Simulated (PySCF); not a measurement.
Compounds:
1. SMILES C=N[C@@H]1[C@@H]2C=CC[C@@H]21, C$_{7}$H$_{9}$N
2. `N1[C@@H](C)C=C(C)[SiH2]1`, C$_{5}$H$_{11}$NSi
3. `C1C(C(C)(C)C)=CC1(F)F`, C$_{8}$H$_{12}$F$_{2}$
4. `[SiH3]C[Si]([SiH3])([SiH3])Cl`, CH$_{11}$ClSi$_{4}$
5. SMILES N#Cc1cn([SiH3])cn1, C$_{4}$H$_{5}$N$_{3}$Si
6. SMILES [Si](C)([SiH3])([SiH3])[SiH2]Cl, CH$_{11}$ClSi$_{4}$
7. `[H]/N=C/[SiH2]C1CCC1`, C$_{5}$H$_{11}$NSi

Theoretical values (PySCF): coordinates at the GFN2-xTB level, shieldings: GIAO PBE0/pcSseg-1. No relativistic terms, fast rotation and ring inversion assumed for equivalent nuclei, single conformer, no solvent.

Referencing at the same level of theory: ¹H (31.72 ppm) and ¹³C (186.93 ppm) vs TMS. Shifts are as computed. Against solution values, carbons near 30 ppm lie about +3 ppm off and those near 130 ppm about +5 ppm. Of 1309 compounds with measured shifts, 239 miss one by over three times the rms of a fit or turn the order of signals round; such compounds aren't used in these exercises. OH and NH positions are gas-phase values without hydrogen bonding to other molecules.

Q: Which show a ¹³C signal above 185 ppm?

A: 7 (191.0: C=N carbon).

Q: Which show a ¹³C signal between 160 and 185 ppm?

A: 3 (175.3: fully substituted alkene carbon).

Q: Which show a ¹H signal above 9 ppm from a carbon-bound hydrogen?

A: 7 (9.36: hydrogen on a C=N carbon).

Q: Which give exactly 6 ¹³C signals?

A: 3 (δ 175.3, 132.6, 121.3, 46.9, 35.7, 28.6).
